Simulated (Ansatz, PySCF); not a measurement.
Energy landscape of F2Sn, singlet: symmetric bend, bond length relaxed. Scanned: F-Sn-F angle. Other coordinates (Sn-F bond length) were minimised at B3LYP/def2-TZVP.

Methods: RKS-PBE/def2-TZVP = restricted PBE/def2-TZVP, def2 effective core potentials past Kr run with Ansatz (a first-principles code); CAM-B3LYP/def2-TZVP, def2 effective core potentials past Kr (PySCF); CCSD(T) on RHF/def2-TZVP, 6 core orbitals frozen, def2 effective core potentials past Kr (PySCF).

Energies relative to the lowest point of each profile, in eV; the last columns give the difference from CCSD(T):

| a / ° | RKS-PBE/def2-TZVP | CAM-B3LYP | CCSD(T) | RKS-PBE/def2-TZVP − CCSD(T) | CAM-B3LYP − CCSD(T) |
|---|---|---|---|---|---|
| 180 | 1.270 | 1.501 | 1.555 | -0.285 | -0.054 |
| 170 | 1.223 | 1.448 | 1.501 | -0.278 | -0.053 |
| 160 | 1.090 | 1.296 | 1.346 | -0.256 | -0.051 |
| 150 | 0.895 | 1.070 | 1.116 | -0.221 | -0.045 |
| 140 | 0.667 | 0.806 | 0.843 | -0.176 | -0.038 |
| 130 | 0.438 | 0.535 | 0.563 | -0.125 | -0.028 |
| 120 | 0.234 | 0.291 | 0.308 | -0.074 | -0.017 |
| 110 | 0.080 | 0.104 | 0.111 | -0.031 | -0.007 |
| 100 | 0.000 | 0.000 | 0.000 | 0.000 | 0.000 |
| 90 | 0.023 | 0.011 | 0.011 | 0.012 | -0.001 |
| 80 | 0.200 | 0.192 | 0.202 | -0.002 | -0.010 |

RKS-PBE/def2-TZVP is furthest from CCSD(T) at 180 (-0.285 eV, below); its mean absolute difference over the points is 0.133 eV.

CAM-B3LYP is furthest from CCSD(T) at 180 (-0.054 eV, below); its mean absolute difference over the points is 0.028 eV.
